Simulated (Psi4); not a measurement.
C3H8BFO, singlet, at a GFN2-xTB geometry; PBE/3-21G in Psi4.

Input for Psi4:
```
memory 2 GB

molecule {
0 1
B     0.27666810    0.22949375    0.23544457
F     0.60106309    1.46414471    0.62816166
C    -0.97447395   -0.00177208   -0.73040534
C    -1.70973083    1.28064083   -1.12507548
H    -1.68239766   -0.68400338   -0.24989261
H    -0.64172874   -0.51491574   -1.63779305
H    -1.03468870    1.96002901   -1.63876729
H    -2.08642141    1.78732546   -0.24047153
H    -2.54788177    1.05947228   -1.78278411
O     1.08582291   -0.71335526    0.72779023
C     0.96516998   -2.09015488    0.46836338
H     1.10029491   -2.29764835   -0.59610479
H     1.74267151   -2.59869166    1.03861744
H    -0.01513109   -2.46177979    0.77690116
}

set {
  basis 3-21g
}

energy('pbe')
print_variables()
```

It wrote (shortened):

```
   => Loading Basis Set <=

    Name: 3-21G
    Role: ORBITAL
    Keyword: BASIS

         ---------------------------------------------------------
                                   SCF
               by Justin Turney, Rob Parrish, Andy Simmonett
                          and Daniel G. A. Smith
                              RKS Reference
         ---------------------------------------------------------

  ==> Geometry <==

    Molecular point group: c1
    Full point group: C1

    Geometry (in Angstrom), charge = 0, multiplicity = 1:

       Center              X                  Y                   Z               Mass
    ------------   -----------------  -----------------  -----------------  -----------------
         B            0.210064277107     0.169338117022     0.178180475454    11.009305360000
         F            0.534459267107     1.403989077022     0.570897565454    18.998403162730
         C           -1.041077772893    -0.061927712978    -0.787669434546    12.000000000000
         C           -1.776334652893     1.220485197022    -1.182339574546    12.000000000000
         H           -1.749001482893    -0.744159012978    -0.307156704546     1.007825032230
         H           -0.708332562893    -0.575071372978    -1.695057144546     1.007825032230
         H           -1.101292522893     1.899873377022    -1.696031384546     1.007825032230
         H           -2.153025232893     1.727169827022    -0.297735624546     1.007825032230
         H           -2.614485592893     0.999316647022    -1.840048204546     1.007825032230
         O            1.019219087107    -0.773510892978     0.670526135454    15.994914619570
         C            0.898566157107    -2.150310512978     0.411099285454    12.000000000000
         H            1.033691087107    -2.357803982978    -0.653368884546     1.007825032230
         H            1.676067687107    -2.658847292978     0.981353345454     1.007825032230
         H           -0.081734912893    -2.521935422978     0.719637065454     1.007825032230

  Running in c1 symmetry.

  Rotational constants: A =      0.18894  B =      0.07713  C =      0.05649 [cm^-1]
  Rotational constants: A =   5664.35397  B =   2312.42354  C =   1693.55860 [MHz]
  Nuclear repulsion =  234.536552245808053

  Charge       = 0
  Multiplicity = 1
  Electrons    = 48
  Nalpha       = 24
  Nbeta        = 24

  ==> Algorithm <==

  SCF Algorithm Type is DF.
  DIIS enabled.
  MOM disabled.
  Fractional occupation disabled.
[...]
   @DF-RKS iter   5:  -317.03931292431503   -2.61486e-03   1.81856e-04 ADIIS/DIIS
   @DF-RKS iter   6:  -317.03939653142334   -8.36071e-05   7.95068e-05 DIIS
   @DF-RKS iter   7:  -317.03940701475597   -1.04833e-05   2.26403e-05 DIIS
   @DF-RKS iter   8:  -317.03940803239340   -1.01764e-06   3.08278e-06 DIIS
   @DF-RKS iter   9:  -317.03940805353727   -2.11439e-08   1.34958e-06 DIIS
   @DF-RKS iter  10:  -317.03940805800823   -4.47096e-09   1.84172e-07 DIIS
  Energy and wave function converged.

  ==> Post-Iterations <==

   Electrons on quadrature grid:
      Ntotal   =   48.0000449850 ; deviation = 4.499e-05

    Orbital Energies [Eh]
    ---------------------

    Doubly Occupied:

[...]
    Virtual:

[...]
      70A      3.639082

    Final Occupation by Irrep:
              A
    DOCC [    24 ]
    NA   [    24 ]
    NB   [    24 ]

  @DF-RKS Final Energy:  -317.03940805800823

   => Energetics <=

    Nuclear Repulsion Energy =            234.5365522458080534
    One-Electron Energy =                -898.4810041253890631
    Two-Electron Energy =                 388.8457706788808537
    DFT Exchange-Correlation Energy =     -41.9407268573080216
    Empirical Dispersion Energy =           0.0000000000000000
    VV10 Nonlocal Energy =                  0.0000000000000000
    Total Energy =                       -317.0394080580082345

Computation Completed

Properties will be evaluated at   0.000000,   0.000000,   0.000000 [a0]

Properties computed using the SCF density matrix

 Multipole Moments:

 ------------------------------------------------------------------------------------
     Multipole            Electronic (a.u.)      Nuclear  (a.u.)        Total (a.u.)
 ------------------------------------------------------------------------------------

 L = 1.  Multiply by 2.5417464519 to convert [e a0] to [Debye]
 Dipole X            :          5.7104890           -6.0414235           -0.3309345
 Dipole Y            :          4.4718609           -5.4565280           -0.9846671
 Dipole Z            :          4.8249457           -5.1942455           -0.3692997
 Magnitude           :                                                    1.1024832

 ------------------------------------------------------------------------------------

  Variable Map:
  ----------------------------------------------------------------------------
[...]
  Array Variable Map:
  ----------------------------------------------------------------------------
[...]
[...]
```
